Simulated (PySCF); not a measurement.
C3H8GeN2.
Cartesian coordinates in Å at the PBE0-D3(BJ)/def2-SVP level; atoms count from 1:
```
atom  x, y, z in Å
Ge1    2.3283    0.1127    0.0598
N2     0.4855    0.0163    0.0669
C3    -0.3302   -0.8578    0.9154
C4    -1.7461   -0.3204    0.6720
C5    -1.4206    1.0393    0.1086
N6    -0.1907    1.1607   -0.2253
H7     2.8154   -1.3444    0.1452
H8     2.8621    0.9072    1.2733
H9     2.7512    0.7806   -1.2521
H10   -0.0519   -0.7496    1.9829
H11   -0.2043   -1.9147    0.6386
H12   -2.3002   -0.9186   -0.0749
H13   -2.3598   -0.2898    1.5841
H14   -2.1325    1.8413   -0.0955
```

Level of theory: PBE0-D3(BJ)/def2-SVP geometry optimisation, gas phase (PySCF 2.14.0).

Take the most abundant isotopes and a rigid rotor. The values belong to one conformer with, in the numbering `[GeH3:1][N:2]1[CH2:3][CH2:4][CH:5]=[N:6]1`, Ge1–N2–C3–C4 170°, N2–C3–C4–C5 -19°, C3–C4–C5–N6 14°, Ge1–N2–N6–C5 -165°.

Task: What are A, B and C (cm⁻¹)?

Result: Ia = 69.62, Ib = 391.12, Ic = 446.19 u·Å²; 505379 MHz·u·Å²/I gives 7259, 1292 and 1133 MHz, that is A = 0.24215, B = 0.04310, C = 0.03778 cm⁻¹.

Task: Classify the top.

Result: A near-prolate asymmetric top; Ray's κ = -0.948.

Task: Is it planar, by Δ = Ic − Ia − Ib?

Result: Not planar: Δ = Ic − Ia − Ib = -14.55 u·Å². For a rigid frame Δ = −2 Σ m c², so Σ m c² = 7.28 u·Å² lies off the ab plane: 6.45 from hydrogen and 0.82 from heavier atoms. The atom farthest from that plane is 1.50 Å away.

Task: Give the other two planar moments, Paa and Pbb, and the rms extents of the mass along the axes.

Result: Paa = Σ m a² = (Ib + Ic − Ia)/2 = 383.85 and Pbb = Σ m b² = (Ia + Ic − Ib)/2 = 62.34 u·Å². With the mass M = 145.99 u, the rms extents √(P/M) along a, b and c are 1.62, 0.65, 0.22 Å.

Task: List the rotational levels J(Ka,Kc) to J = 2 (MHz).

Result: Above 0(0,0):
J = 1: 1(0,1) 2425, 1(1,1) 8392, 1(1,0) 8552
J = 2: 2(0,2) 7271, 2(1,2) 13082, 2(1,1) 13561, 2(2,1) 31463, 2(2,0) 31466

Task: Which lines would a microwave search look for?

Result: The dipole components are |μa| = 0.73 D, |μb| = 1.80 D, |μc| = 0.22 D. The squared components, which scale the intensities, stand as 0.16 : 1.00 : 0.02 (a : b : c). Some lines, for components of 0.1 D or more:

```csv
type,branch,"J(Ka,Kc)",MHz,lower level (cm⁻¹)
a,Q,"2(1,1) ← 2(1,2)",478,0.436
a,Q,"3(1,2) ← 3(1,3)",957,0.671
a,R,"1(0,1) ← 0(0,0)",2425,0.000
a,R,"2(0,2) ← 1(0,1)",4846,0.081
c,Q,"3(1,3) ← 3(0,3)",5583,0.485
b,Q,"1(1,0) ← 1(0,1)",6127,0.081
b,Q,"2(1,1) ← 2(0,2)",6289,0.243
b,Q,"3(1,2) ← 3(0,3)",6539,0.485
a,R,"3(1,3) ← 2(1,2)",7033,0.436
a,R,"3(0,3) ← 2(0,2)",7262,0.243
a,R,"3(2,1) ← 2(2,0)",7287,1.050
a,R,"3(1,2) ← 2(1,1)",7512,0.452
b,R,"2(1,2) ← 1(0,1)",10657,0.081
c,R,"2(1,1) ← 1(0,1)",11136,0.081
b,R,"3(1,3) ← 2(0,2)",12844,0.243
c,Q,"3(2,2) ← 3(1,2)",17665,0.703
b,Q,"2(2,0) ← 2(1,1)",17905,0.452
b,Q,"2(2,1) ← 2(1,2)",18380,0.436
b,R,"2(2,1) ← 1(1,0)",22911,0.285
c,R,"2(2,0) ← 1(1,0)",22914,0.285
c,R,"2(2,1) ← 1(1,1)",23071,0.280
c,R,"3(2,2) ← 2(1,2)",25655,0.436
b,Q,"3(3,0) ← 3(2,1)",30222,1.293
b,Q,"3(3,1) ← 3(2,2)",30237,1.292
c,R,"3(3,1) ← 2(2,1)",37512,1.049
```

Task: Estimate the classical rotational partition function at 25 K, 50 K and 298.15 K.

Result: Point group C1, symmetry number σ = 1; q = (√π/σ)·√((kT/h)³/(ABC)), k/h = 20836.6 MHz/K: 6470 at 25 K, 18300 at 50 K, 266000 at 298.15 K.

Whether it is a minimum is left open (no frequencies). These are rigid-rotor constants of the computed structure; measured ground-state constants (B0) also hold zero-point vibration. A rigid rotor knows nothing of internal rotation, which can split or shift real lines. Quadrupole hyperfine structure (14N) is left out.

On an Arm Neoverse V2 with one thread, on a shared host, this took 97 s wall and 0.56 GiB of memory at its peak. That covers the optimisation of the geometry.
